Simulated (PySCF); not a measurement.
# Partial charges of `C#C/C=C1\[SiH2]C(=C)C[C@H]1Cl`

C8H9ClSi.
Geometry (GFN2-xTB, Å), atoms numbered from 1 in this order:
```
atom  x, y, z in Å
C1     4.0658   -0.6248   -0.1857
C2     2.9512   -0.9760    0.0945
C3     1.6602   -1.4196    0.4307
C4     0.5597   -0.7065    0.1757
Si5    0.4115    0.9952   -0.6289
C6    -1.4079    1.0969   -0.1250
C7    -2.3280    1.9486   -0.5475
C8    -1.7080   -0.0218    0.8400
C9    -0.8068   -1.2044    0.5106
Cl10  -1.4471   -2.0112   -0.9800
H11    5.0356   -0.3121   -0.4348
H12    1.6110   -2.3908    0.9149
H13    1.2572    1.9812    0.0481
H14    0.6245    0.9873   -2.0746
H15   -2.0859    2.7431   -1.2330
H16   -3.3581    1.8949   -0.2261
H17   -1.4650    0.3115    1.8549
H18   -2.7609   -0.3075    0.8204
H19   -0.8191   -1.9747    1.2855
```

Density: PBE0/pcSseg-1 (PySCF); schemes: Mulliken, IAO, Hirshfeld and ESP-fitted. Geometry: GFN2-xTB, one conformer, isolated molecule.

Question: Which atoms carry the highest charge in the Mulliken, IAO, Hirshfeld and ESP-fitted schemes?

Answer: All schemes agree: Mulliken Si5 (+0.794); IAO Si5 (+0.728); Hirshfeld Si5 (+0.320); ESP-fitted Si5 (+0.416).

Question: At which atom do the 4 schemes differ most?

Answer: At C6: from -0.566 (Mulliken) to -0.035 e (ESP-fitted), 0.531 e apart.

Question: For which atoms does the sign change between the 4 schemes (beyond +0.03 e in one, beyond −0.03 e in another)?

Answer: C2. Atomic charges aren't observables, and each scheme defines them in its own way.

Question: Tabulate the Mulliken, IAO, Hirshfeld and ESP-fitted charges.

Answer: In e:

```
atom                      environment  Mulliken     IAO  Hirshfeld  ESP-fitted
  C1           terminal alkyne carbon    -0.340  -0.225     -0.096      -0.435
  C2                    alkyne carbon    +0.275  -0.026     -0.038      +0.092
  C3                 alkene CH carbon    -0.040  -0.138     -0.031      -0.226
  C4  fully substituted alkene carbon    -0.383  -0.247     -0.086      +0.006
 Si5                     SiH2 silicon    +0.794  +0.728     +0.320      +0.416
  C6  fully substituted alkene carbon    -0.566  -0.252     -0.090      -0.035
  C7             terminal =CH2 carbon    -0.052  -0.293     -0.095      -0.475
  C8                   allylic carbon    -0.044  -0.263     -0.079      -0.174
  C9                  sp3 C–Cl carbon    -0.254  -0.078     +0.010      -0.227
Cl10                   alkyl chlorine    -0.092  -0.125     -0.068      -0.125
 H11                  alkyne hydrogen    +0.049  +0.207     +0.096      +0.313
 H12                 vinylic hydrogen    +0.123  +0.165     +0.061      +0.192
 H13                    Si–H hydrogen    -0.067  -0.110     -0.073      -0.090
 H14                    Si–H hydrogen    -0.058  -0.103     -0.067      -0.069
 H15                 vinylic hydrogen    +0.110  +0.147     +0.046      +0.196
 H16                 vinylic hydrogen    +0.106  +0.143     +0.047      +0.197
 H17               methylene hydrogen    +0.153  +0.155     +0.050      +0.126
 H18               methylene hydrogen    +0.135  +0.154     +0.044      +0.134
 H19                 methine hydrogen    +0.151  +0.160     +0.049      +0.185
```

Mean size of the charges over all atoms: Mulliken 0.200 e, IAO 0.196 e, ESP-fitted 0.196 e, Hirshfeld 0.076 e. Each set sums to the total charge, 0, to within 0.001 e. The ESP scheme fits charges at the nuclei, held to the total charge, to the electrostatic potential on points at 1.4 to 2.0 times the van der Waals radii. The Hirshfeld scheme weights the molecular density at each point by an atom's share of the summed free-atom densities.

Question: Sum the charges by element, for elements with more than one atom.

Answer: 
```tsv
element	atoms	Mulliken	IAO	Hirshfeld	ESP-fitted
C	8	-1.403	-1.522	-0.505	-1.475
H	9	+0.702	+0.918	+0.253	+1.184
```

Question: How closely do the schemes follow one another over all atoms?

Answer: Correlation coefficient and root-mean-square difference: IAO with Hirshfeld 0.98, 0.147 e; Mulliken with IAO 0.85, 0.146 e; IAO with ESP-fitted 0.83, 0.137 e; Mulliken with Hirshfeld 0.82, 0.207 e; Hirshfeld with ESP-fitted 0.77, 0.170 e; Mulliken with ESP-fitted 0.64, 0.223 e.

Question: How many electrons does the Hirshfeld scheme count on C6?

Answer: Z − q = 6 − (-0.090) = 6.090.
